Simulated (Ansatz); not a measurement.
Consider the ligand exchange at the In–C bond: `[AlH2][CH2][InH2]` + HI → `[InH2][I]` + `[CH3][AlH2]`.

Computed with Ansatz on PBE0-D4/def2-TZVP structures; ΔE is electronic, products minus reactants. CCSD(T)/CBS is the MP2 limit (def2-TZVPP, def2-QZVPP) plus CCSD(T) − MP2 in def2-TZVPP, frozen cores. This one scheme is used for every species. DFT in def2-TZVPP. B3LYP here is the variant with VWN-RPA as its local correlation; programs differ in this. HSE06 is defined as in plane-wave codes. def2 core potentials past Kr. For I, In outer-core shells are correlated without core-valence functions, which leaves a few kJ/mol of doubt a bond.

| level | ΔE (kcal/mol) | difference from CCSD(T)/CBS |
| --- | --- | --- |
| LDA (SPW92) | -34.8 | 2.2 |
| PBE0-D4 | -37.7 | -0.7 |
| r2SCAN0-D4 | -39.0 | -2.0 |
| HSE06-D4 | -37.9 | -0.9 |
| B2PLYP | -37.7 | -0.7 |
| PBE-QIDH | -38.0 | -1.0 |
| B3LYP | -38.6 | -1.6 |
| BHLYP | -40.4 | -3.4 |
| LC-ωPBE | -37.2 | -0.2 |
| RPA@PBE/def2-TZVPP | -32.7 | 4.3 |
| MP2/def2-SVP | -38.3 | -1.3 |
| CCSD/def2-SVP | -38.1 | -1.1 |
| MP2/def2-TZVPP | -35.8 | 1.2 |
| SCS-MP2/def2-TZVPP | -35.9 | 1.1 |
| HF/def2-QZVPP | -43.5 | -6.5 |
| MP2/def2-QZVPP | -37.0 | 0.0 |
| CCSD(T)/CBS | -37.0 | 0 |

Largest T1 diagnostic among the species: 0.013.

Leaving LDA and LC-ωPBE aside and taking each functional with its dispersion term where it has one, the values, not all of them listed here, spread over 4.1 kcal/mol, from BHLYP-D4 to revPBE-D4. LDA lies +1.9 kcal/mol from PBE without D4. From r2SCAN to r2SCAN0 (25 % exact exchange), in def2-TZVPP and without D4, ΔE moves by −1.1 kcal/mol. The D4 term adds +0.8 kcal/mol with B3LYP and +0.5 kcal/mol with PBE0; it sums over pairs of atoms, weighted by their polarisabilities, and B3LYP, whose exchange is more repulsive, gets the larger term.
